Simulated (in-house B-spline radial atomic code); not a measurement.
## The iodine ion I⁷⁺: [He] 2s2 (2p1/2)1 (2p3/2)4 3s2 3p6 3d10 4s2 4p6 4d10 5s1 (with a hole in an inner shell)

Method: Dirac-Hartree-Fock, average of the jj configuration, Fermi nucleus of rms radius 4.75 fm. Calculated with an all-electron radial atomic-structure program (B-spline basis).

Effective charges: Z_r = [3n² - l(l+1)]/(2<r>) from the radius, Z_e = n√(-2ε) from the energy, and Slater's rules. Values are occupation-weighted means over j. An effective charge above Z reflects the relativistic contraction of the inner shells.

```json
{"shell": "1s", "electrons": "2", "ε (eV)": "-33684", "<r> (bohr)": "0.0272", "Z_r": "55.16", "Z_e": "49.76", "Slater": "52.70"}
{"shell": "2s", "electrons": "2", "ε (eV)": "-5466.2", "<r> (bohr)": "0.1159", "Z_r": "51.75", "Z_e": "40.09", "Slater": "49.20"}
{"shell": "2p", "electrons": "5", "ε (eV)": "-4916.4", "<r> (bohr)": "0.1023", "Z_r": "48.86", "Z_e": "38.02", "Slater": "49.20"}
{"shell": "3s", "electrons": "2", "ε (eV)": "-1242.6", "<r> (bohr)": "0.3081", "Z_r": "43.82", "Z_e": "28.67", "Slater": "42.60"}
{"shell": "3p", "electrons": "6", "ε (eV)": "-1064.2", "<r> (bohr)": "0.3051", "Z_r": "40.97", "Z_e": "26.53", "Slater": "42.60"}
{"shell": "3d", "electrons": "10", "ε (eV)": "-795.93", "<r> (bohr)": "0.2803", "Z_r": "37.46", "Z_e": "22.95", "Slater": "32.85"}
{"shell": "4s", "electrons": "2", "ε (eV)": "-316.85", "<r> (bohr)": "0.723", "Z_r": "33.19", "Z_e": "19.30", "Slater": "26.25"}
{"shell": "4p", "electrons": "6", "ε (eV)": "-256.63", "<r> (bohr)": "0.7659", "Z_r": "30.03", "Z_e": "17.37", "Slater": "26.25"}
{"shell": "4d", "electrons": "10", "ε (eV)": "-164.29", "<r> (bohr)": "0.8558", "Z_r": "24.54", "Z_e": "13.90", "Slater": "14.85"}
{"shell": "5s", "electrons": "1", "ε (eV)": "-103.53", "<r> (bohr)": "1.638", "Z_r": "22.89", "Z_e": "13.79", "Slater": "10.70"}
```

The least bound orbital is 5s1/2 at -103.5 eV, and it is also the most diffuse (<r> = 1.638 bohr). The part-filled 2p shell lies below the filled 4d shell in orbital energy.

For the 1s electron the small component carries 3.82 % of the norm, the zero-frequency Breit interaction raises the level by 77.66 eV, self-energy by 46.89 eV, and vacuum polarisation lowers it by 6.469 eV.
